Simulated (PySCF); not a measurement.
Molecule: `InChI=1S/C4H4F2O/c5-3-1-2-7-4(3)6/h1-4H/t3-,4+/m1/s1`.

Cartesian coordinates in Å; atom numbers follow the order of the lines, from 1:
```xyz
11

F     1.132   -0.291    1.726
C     0.136   -0.479    0.811
C     0.613   -0.884   -0.546
C     0.055   -0.057   -1.431
O    -0.733    0.913   -0.890
C    -0.584    0.862    0.502
F     0.182    1.899    0.906
H    -0.571   -1.213    1.239
H     1.257   -1.735   -0.761
H     0.114   -0.041   -2.519
H    -1.579    0.969    0.962
```

Spin–spin couplings on one PBE0-D3(BJ)/def2-SVP geometry, PySCF 2.14, gas phase, non-relativistic, equivalent pairs averaged (spin–dipole term only in couplings to heteroatoms); isotopes 13C, 19F, 1H; basis pcJ-1.

Question: How do the couplings (Hz) change with the functional? Times are CPU seconds on 1 thread of an Arm Neoverse V1, shared host.

Answer: 
```tsv
functional	functions	1J(C6,F7)	1J(F1,C2)	1J(C4,H10)	1J(C3,H9)	1J(C6,H11)	1J(C2,H8)	1J(C3,C4)	core-s
LDA	229	-324.6	-272.2	160.4	152.5	149.1	124.2	61.1	22
PBE	229	-336.5	-284.0	187.9	177.8	176.0	148.1	72.9	32
KT2	229	-336.1	-282.6	202.8	191.8	190.3	158.7	61.2	34
PBE0	229	-302.7	-253.1	194.6	183.5	181.7	154.4	78.4	42
B97-2	229	-296.6	-247.1	186.6	175.6	174.0	147.0	77.4	40
BHandHLYP	229	-265.8	-217.8	219.8	207.3	203.7	175.6	93.5	45
CAM-B3LYP	229	-293.4	-242.9	202.3	190.8	188.3	160.2	79.7	56
``` Left out for a near triplet instability: HF/pcJ-1.
